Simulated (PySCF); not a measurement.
## Group charges in `C=CC(=C)C[SiH3]`

Compound: C5H10Si.
Atom-mapped SMILES: `[CH2:1]=[CH:2][C:3](=[CH2:4])[CH2:5][SiH3:6]` (hydrogens: H7, H8 on C1; H9 on C2; H10, H11 on C4; H12, H13 on C5; H14, H15, H16 on Si6)

Structure used (GFN2-xTB), in Å, numbered top down from 1:
```
atom  x, y, z in Å
C1     1.1796   -0.9643    1.7956
C2     0.9229    0.2975    1.4717
C3     0.4095    0.7818    0.1975
C4     0.1892    2.0876    0.0304
C5     0.1061   -0.1973   -0.8893
Si6   -1.5972   -1.0231   -0.6374
H7     1.5598   -1.2248    2.7691
H8     1.0260   -1.7856    1.1171
H9     1.1048    1.0738    2.2051
H10   -0.1913    2.4850   -0.8955
H11    0.3831    2.8034    0.8115
H12    0.1000    0.3218   -1.8487
H13    0.8854   -0.9571   -0.9424
H14   -2.6221    0.0193   -0.5758
H15   -1.6187   -1.8054    0.5987
H16   -1.8447   -1.9035   -1.7828
```

Atomic charges (e) from the PBE0/pcSseg-1 density (PySCF):

```json
{"atom": "C1", "Mulliken": "-0.1354", "IAO": "-0.3183", "Hirshfeld": "-0.0973", "ESP-fitted": "-0.4537"}
{"atom": "C2", "Mulliken": "-0.1257", "IAO": "-0.1390", "Hirshfeld": "-0.0447", "ESP-fitted": "-0.1090"}
{"atom": "C3", "Mulliken": "-0.3750", "IAO": "+0.0231", "Hirshfeld": "+0.0078", "ESP-fitted": "+0.1675"}
{"atom": "C4", "Mulliken": "-0.0538", "IAO": "-0.3312", "Hirshfeld": "-0.1056", "ESP-fitted": "-0.5534"}
{"atom": "C5", "Mulliken": "-0.4215", "IAO": "-0.5369", "Hirshfeld": "-0.1528", "ESP-fitted": "-0.3423"}
{"atom": "Si6", "Mulliken": "+0.5181", "IAO": "+0.6114", "Hirshfeld": "+0.3135", "ESP-fitted": "+0.4211"}
{"atom": "H7", "Mulliken": "+0.1206", "IAO": "+0.1561", "Hirshfeld": "+0.0484", "ESP-fitted": "+0.1841"}
{"atom": "H8", "Mulliken": "+0.1164", "IAO": "+0.1422", "Hirshfeld": "+0.0427", "ESP-fitted": "+0.2000"}
{"atom": "H9", "Mulliken": "+0.0882", "IAO": "+0.1461", "Hirshfeld": "+0.0465", "ESP-fitted": "+0.1457"}
{"atom": "H10", "Mulliken": "+0.1022", "IAO": "+0.1458", "Hirshfeld": "+0.0442", "ESP-fitted": "+0.2133"}
{"atom": "H11", "Mulliken": "+0.1057", "IAO": "+0.1466", "Hirshfeld": "+0.0435", "ESP-fitted": "+0.1940"}
{"atom": "H12", "Mulliken": "+0.1496", "IAO": "+0.1562", "Hirshfeld": "+0.0469", "ESP-fitted": "+0.1264"}
{"atom": "H13", "Mulliken": "+0.1576", "IAO": "+0.1530", "Hirshfeld": "+0.0425", "ESP-fitted": "+0.1211"}
{"atom": "H14", "Mulliken": "-0.0788", "IAO": "-0.1161", "Hirshfeld": "-0.0775", "ESP-fitted": "-0.0930"}
{"atom": "H15", "Mulliken": "-0.0751", "IAO": "-0.1160", "Hirshfeld": "-0.0768", "ESP-fitted": "-0.0961"}
{"atom": "H16", "Mulliken": "-0.0931", "IAO": "-0.1230", "Hirshfeld": "-0.0813", "ESP-fitted": "-0.1258"}
```

Task: Cut each of the bonds C1–C2, C2–C3, C4–C3, C5–C3 and Si6–C5 in turn and sum the charges on the side of the atom named first.

Result: In e; the other side holds the opposite charge:

| bond cut | piece | atoms | Mulliken | IAO | Hirshfeld | ESP-fitted |
| --- | --- | --- | --- | --- | --- | --- |
| C1–C2 | CH2 | 3 | +0.102 | -0.020 | -0.006 | -0.070 |
| C2–C3 | C2H3 | 5 | +0.064 | -0.013 | -0.004 | -0.033 |
| C4–C3 | CH2 | 3 | +0.154 | -0.039 | -0.018 | -0.146 |
| C5–C3 | CH5Si | 7 | +0.157 | +0.029 | +0.014 | +0.011 |
| Si6–C5 | SiH3 | 4 | +0.271 | +0.256 | +0.078 | +0.106 |

Extremes among these pieces. Mulliken: lowest C2H3 at C2, highest SiH3 at Si6; IAO: lowest CH2 at C4, highest SiH3 at Si6; Hirshfeld: lowest CH2 at C4, highest SiH3 at Si6; ESP-fitted: lowest CH2 at C4, highest SiH3 at Si6.

Task: Do the schemes agree better on the pieces than on the single atoms at the cuts?

Result: The spread between schemes averages 0.181 e for the pieces and 0.326 e for the atoms named first; it is smaller for the piece at 4 of the 5 cuts. On average they agree better on the pieces. The sign differs between schemes (beyond ±0.03 e) for CH2 at C1, C2H3 at C2 and CH2 at C4.

The structure is a single GFN2-xTB conformer in the gas phase; no vibrational or solvent corrections.
